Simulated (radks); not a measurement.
Values are calculated unless marked as measured or tabulated.
Question: Coherent X-ray form factor from a spherical all-electron density. Level of theory: Dirac Kohn-Sham, relativistic LDA (MacDonald-Vosko exchange, VWN5 correlation), spin-unpolarised, spherical densities, finite nucleus; Fermi nuclear charge, rms radius of each element as measured or else 0.836 A^(1/3) + 0.57 fm (a radial shooting solver on a logarithmic mesh with Libxc functionals).

sin(theta)/lambda (1/angstrom),f0 (electrons)
0.05,50.897
0.1,50.589
0.15,50.082
0.2,49.387
0.25,48.515
0.3,47.482
0.4,45.009
0.5,42.132
0.6,39.023
0.8,32.752
1,27.199
1.25,21.942
1.5,18.467
2,14.562

The species is in the configuration that NIST lists as its ground one. Which atom or ion scatters so?

Answer: The iridium ion Ir26+, [Kr] 4d10 4f5. Extrapolating in s^2 from the first two rows gives f0(0) = 51.0, near the electron count 51; among species with that count, the fall with angle is slower the higher Z, and the table is that of Z = 77; from so few rows the species is fixed only to a neighbour or two.
